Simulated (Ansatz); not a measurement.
Steps of a relaxation of `[NH2][Al]([SH])[SH]` with RKS PBE0-D4/def2-TZVP.

```sh
$ ansatz run in.yaml --threads 2 --pin off --events-out ev --progress --plain --max-ram 32768MiB --backend cpu
```

```yaml
crystal:
  periodic: [false, false, false]
  atoms:
    - {symbol: N, position_ang: [-0.557520, 1.425464, -0.094875]}
    - {symbol: Al, position_ang: [-0.054709, -0.280592, -0.124803]}
    - {symbol: S, position_ang: [2.068795, -0.864004, -0.001295]}
    - {symbol: S, position_ang: [-1.594211, -1.845318, -0.286030]}
    - {symbol: H, position_ang: [0.057086, 2.231672, -0.222720]}
    - {symbol: H, position_ang: [-1.526276, 1.736585, 0.005210]}
    - {symbol: H, position_ang: [2.439262, 0.347033, 0.504835]}
    - {symbol: H, position_ang: [-0.740327, -2.808041, 0.163878]}
basis:
  gaussian: {orbitals: def2-TZVP}
hamiltonian: {xc: pbe0, dispersion: d4}
relax: {f_tol: 0.005, max_steps: 150}
```

Positions (Å) and forces (eV/Å) along the path, 15 of 15 steps:

```xyz
8
step=1 energy=-29815.8525 eV
N    -0.558    1.425   -0.095   -0.106    0.293   -0.033
Al   -0.055   -0.281   -0.125   -0.052    0.215    0.030
S     2.069   -0.864   -0.001   -0.160    0.488    0.169
S    -1.594   -1.845   -0.286    0.497   -0.122    0.188
H     0.057    2.232   -0.223   -0.381   -0.562    0.097
H    -1.526    1.737    0.005    0.629   -0.232   -0.081
H     2.439    0.347    0.505   -0.138   -0.416   -0.196
H    -0.740   -2.808    0.164   -0.288    0.336   -0.174
8
step=2 energy=-29815.8821 eV
N    -0.554    1.417   -0.095   -0.017    0.067   -0.001
Al   -0.058   -0.280   -0.100   -0.049    0.164   -0.025
S     2.048   -0.865    0.011   -0.018    0.216    0.100
S    -1.587   -1.832   -0.263    0.164   -0.098    0.080
H     0.069    2.211   -0.159   -0.154   -0.211    0.012
H    -1.517    1.727   -0.056    0.235   -0.082   -0.004
H     2.417    0.357    0.460   -0.035   -0.188   -0.084
H    -0.727   -2.792    0.146   -0.126    0.131   -0.077
8
step=3 energy=-29815.8874 eV
N    -0.554    1.413   -0.088    0.027   -0.010   -0.005
Al   -0.064   -0.276   -0.081    0.004    0.060   -0.022
S     2.034   -0.857    0.043    0.069   -0.026    0.026
S    -1.587   -1.823   -0.243   -0.027   -0.044    0.013
H     0.066    2.198   -0.195   -0.010   -0.004    0.017
H    -1.510    1.722   -0.042   -0.036    0.025   -0.002
H     2.433    0.362    0.448   -0.021   -0.009   -0.019
H    -0.726   -2.795    0.103   -0.006    0.007   -0.007
8
step=4 energy=-29815.8823 eV rejected
N    -0.556    1.415   -0.089   -0.038   -0.024   -0.056
Al   -0.053   -0.267   -0.136   -0.023   -0.168    0.186
S     2.038   -0.875    0.071   -0.069   -0.042   -0.072
S    -1.586   -1.823   -0.235    0.022    0.040   -0.046
H     0.058    2.206   -0.146    0.088    0.109   -0.010
H    -1.515    1.720   -0.059   -0.032   -0.014   -0.004
H     2.430    0.359    0.420    0.040    0.083    0.016
H    -0.724   -2.791    0.119    0.012    0.015   -0.014
8
step=5 energy=-29815.8890 eV
N    -0.554    1.413   -0.093    0.013    0.007    0.000
Al   -0.065   -0.276   -0.077    0.001    0.015   -0.009
S     2.032   -0.867    0.064    0.019   -0.006    0.014
S    -1.592   -1.824   -0.227   -0.002   -0.017    0.006
H     0.069    2.200   -0.167   -0.008   -0.005    0.008
H    -1.511    1.724   -0.064   -0.011    0.009   -0.003
H     2.431    0.367    0.420   -0.002   -0.002   -0.012
H    -0.718   -2.796    0.088   -0.009   -0.001   -0.005
8
step=6 energy=-29815.8900 eV
N    -0.556    1.414   -0.092    0.008   -0.001   -0.005
Al   -0.061   -0.274   -0.069   -0.013   -0.021    0.016
S     2.031   -0.876    0.107   -0.011    0.015   -0.001
S    -1.593   -1.820   -0.217   -0.006    0.000   -0.001
H     0.067    2.203   -0.126    0.002    0.010    0.001
H    -1.515    1.722   -0.097    0.006   -0.004   -0.002
H     2.442    0.377    0.367    0.009    0.001   -0.002
H    -0.723   -2.803    0.071    0.005    0.002   -0.005
8
step=7 energy=-29815.8887 eV rejected
N    -0.549    1.413   -0.096   -0.078    0.005    0.024
Al   -0.079   -0.281   -0.038    0.074    0.052   -0.063
S     2.019   -0.866    0.115    0.035   -0.048    0.027
S    -1.602   -1.830   -0.203   -0.014   -0.008    0.019
H     0.078    2.199   -0.115    0.012   -0.015    0.002
H    -1.506    1.728   -0.116    0.002    0.015   -0.001
H     2.445    0.387    0.350   -0.027    0.002   -0.007
H    -0.714   -2.808    0.047   -0.004   -0.003   -0.001
8
step=8 energy=-29815.8903 eV
N    -0.555    1.414   -0.093    0.002    0.000   -0.001
Al   -0.065   -0.275   -0.059   -0.006   -0.009    0.006
S     2.028   -0.876    0.120   -0.003    0.007    0.001
S    -1.597   -1.821   -0.204    0.001   -0.001    0.000
H     0.069    2.203   -0.119    0.000    0.003    0.001
H    -1.513    1.723   -0.108    0.003    0.000   -0.002
H     2.444    0.380    0.353    0.003   -0.001   -0.003
H    -0.718   -2.805    0.054    0.000    0.001   -0.003
8
step=9 energy=-29815.8905 eV
N    -0.554    1.414   -0.092   -0.019    0.019    0.000
Al   -0.069   -0.277   -0.039    0.002    0.003   -0.004
S     2.022   -0.879    0.152    0.022    0.067    0.011
S    -1.603   -1.821   -0.182    0.021   -0.021    0.007
H     0.072    2.202   -0.093   -0.018   -0.018    0.001
H    -1.511    1.725   -0.139    0.034   -0.005    0.001
H     2.450    0.389    0.313   -0.024   -0.067   -0.010
H    -0.715   -2.810    0.024   -0.020    0.023   -0.005
8
step=10 energy=-29815.8907 eV
N    -0.554    1.414   -0.091   -0.015    0.012   -0.001
Al   -0.070   -0.277   -0.037    0.004    0.004   -0.007
S     2.022   -0.877    0.155   -0.001   -0.003    0.003
S    -1.603   -1.822   -0.180    0.002   -0.001    0.003
H     0.072    2.202   -0.091   -0.013   -0.014    0.002
H    -1.511    1.725   -0.142    0.024   -0.002    0.001
H     2.449    0.388    0.310    0.001    0.002   -0.001
H    -0.714   -2.810    0.021   -0.002    0.001   -0.001
8
step=11 energy=-29815.8907 eV
N    -0.554    1.414   -0.092   -0.001   -0.001    0.000
Al   -0.069   -0.277   -0.035    0.000    0.000    0.000
S     2.021   -0.878    0.165    0.000    0.000    0.000
S    -1.603   -1.821   -0.176    0.001    0.001    0.001
H     0.071    2.201   -0.085    0.000    0.000    0.001
H    -1.510    1.725   -0.147    0.000    0.001   -0.002
H     2.451    0.389    0.299    0.000    0.000   -0.001
H    -0.714   -2.810    0.014    0.000    0.000    0.000
8
step=12 energy=-29815.8908 eV
N    -0.554    1.413   -0.092    0.004   -0.002    0.000
Al   -0.071   -0.277   -0.028    0.000   -0.002    0.001
S     2.019   -0.879    0.181    0.005    0.015    0.001
S    -1.605   -1.821   -0.166    0.003   -0.005    0.001
H     0.071    2.201   -0.070    0.004    0.003    0.001
H    -1.509    1.726   -0.162   -0.007    0.000   -0.001
H     2.453    0.391    0.279   -0.004   -0.014   -0.001
H    -0.712   -2.812    0.002   -0.003    0.005   -0.001
8
step=13 energy=-29815.8908 eV
N    -0.554    1.413   -0.092    0.003    0.006    0.001
Al   -0.072   -0.277   -0.021   -0.001    0.001    0.003
S     2.017   -0.879    0.196    0.008    0.020    0.000
S    -1.607   -1.821   -0.154    0.009   -0.010    0.001
H     0.071    2.201   -0.057   -0.002   -0.002    0.000
H    -1.508    1.726   -0.176    0.001   -0.003   -0.001
H     2.456    0.391    0.261   -0.008   -0.021   -0.001
H    -0.710   -2.813   -0.012   -0.008    0.008   -0.002
8
step=14 energy=-29815.8908 eV
N    -0.555    1.414   -0.091    0.003    0.003    0.001
Al   -0.072   -0.276   -0.017    0.000   -0.004   -0.003
S     2.016   -0.879    0.202    0.004    0.019    0.001
S    -1.606   -1.821   -0.151    0.002   -0.006    0.001
H     0.071    2.201   -0.054   -0.002   -0.001    0.000
H    -1.507    1.727   -0.182    0.001   -0.002    0.000
H     2.455    0.391    0.254   -0.003   -0.016    0.000
H    -0.710   -2.814   -0.018   -0.004    0.008   -0.001
8
step=15 energy=-29815.8908 eV
N    -0.555    1.414   -0.090    0.001   -0.001   -0.002
Al   -0.072   -0.277   -0.015   -0.001    0.000    0.000
S     2.016   -0.879    0.205    0.001    0.002    0.000
S    -1.607   -1.821   -0.148    0.000    0.001    0.001
H     0.070    2.201   -0.049   -0.001    0.001    0.000
H    -1.507    1.726   -0.187    0.002   -0.001    0.001
H     2.457    0.391    0.249   -0.001   -0.002    0.000
H    -0.709   -2.813   -0.020    0.000    0.000    0.000
```

Run time 70 s (2 threads of a server CPU on a shared host); peak host memory 0.46 GiB.
